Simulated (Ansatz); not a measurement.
Species: CH2Br2 (charge 0, singlet). 
Geometry from a B3LYP-D3(BJ)/def2-TZVP (Ansatz, an electronic-structure program) optimisation:
```
C
H 1 1.0813
H 1 1.0813 2 112.54
Br 1 1.9436 2 107.61 3 118.39
Br 1 1.9436 2 107.61 3 -118.39
```
Charge 0, spin multiplicity 1.

Property: vertical triplet-singlet gap (E(triplet) - E(singlet); each state is the SCF solution reached for its spin), in kcal/mol. Correlated levels leave the core frozen unless marked. Open shells are spin-unrestricted. No spin-orbit coupling. The frozen core is the preceding noble-gas configuration, with the filled d and f shells of earlier blocks. Non-relativistic. CBS(X,Y): correlation extrapolated as X^-3; Hartree-Fock from the larger set.

| level | program | vertical triplet-singlet gap (kcal/mol) |
|---|---|---|
| r2SCAN/def2-TZVPD | Ansatz | ? |
| CAM-B3LYP/def2-TZVPD | Ansatz | 119.6 |
| CCSD/aug-cc-pVDZ | Ansatz | ? |
| CCSD(T)/CBS(aug-cc-pVTZ,aug-cc-pVQZ) | Ansatz | 123.2 |

Q: Some entries are withheld; supply them.

A: 
- r2SCAN/def2-TZVPD, vertical triplet-singlet gap (kcal/mol): 110.4
- CCSD/aug-cc-pVDZ, vertical triplet-singlet gap (kcal/mol): 122.9
